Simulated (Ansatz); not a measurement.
Program: Ansatz 0.2.0.

A structure relaxed at PBE0-D4/def2-TZVP, charge 0, multiplicity 1:

Cartesian coordinates in Å:
```
C -1.243 -1.656 0.996
O -0.426 -0.938 0.097
Si 0.202 0.539 0.447
Si 1.316 1.266 -1.478
Cl -0.056 1.564 -2.990
H -0.698 -1.913 1.911
H -1.557 -2.579 0.507
H -2.136 -1.082 1.268
H -0.873 1.502 0.827
H 1.154 0.461 1.596
H 2.313 0.276 -1.955
H 2.003 2.560 -1.227
```

Give its formula and SMILES.

CH7ClOSi2, `CO[SiH2][SiH2]Cl`.

Summarise the bond lengths by kind.

1 × C–O 1.410 Å; 3 × C–H 1.091 to 1.096 Å; 1 × O–Si 1.643 Å; 1 × Si–Si 2.339 Å; 4 × H–Si 1.484 to 1.495 Å; 1 × Cl–Si 2.063 Å.
